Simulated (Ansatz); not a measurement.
Wavefunction ladder for `O[SiH2]C(O)O`

Cartesian coordinates in Å:
```
O 0.131 -1.949 0.011
Si 0.695 -0.609 -0.775
C -0.021 0.889 0.154
O -1.412 0.841 -0.076
O 0.284 0.823 1.526
H -0.812 -2.107 -0.062
H 0.290 -0.584 -2.206
H 2.170 -0.641 -0.640
H 0.397 1.848 -0.177
H -1.822 1.563 0.413
H 0.100 -0.073 1.831
```

Charge 0, multiplicity 1. The structure was optimised at the PBE0-D4/def2-TZVP level. It is one conformer, not always the lowest. Frozen core, restricted reference, Ansatz. CBS rows extrapolate triple and quadruple zeta; past MP2 they add the triple-zeta difference.

```
     basis     HF (Eh)  MP2 corr.
def2-TZVPP  -555.04856   -1.01617
def2-QZVPP  -555.07045   -1.09639
```

**Question.** Estimate the CCSD correlation energy and the (T) correction in each basis where they were run (hartree).

**Answer.** 
```
     basis  CCSD corr.       (T)
def2-TZVPP    -1.04564  -0.03793
 CBS(def2)    -1.18529     as TZ
```
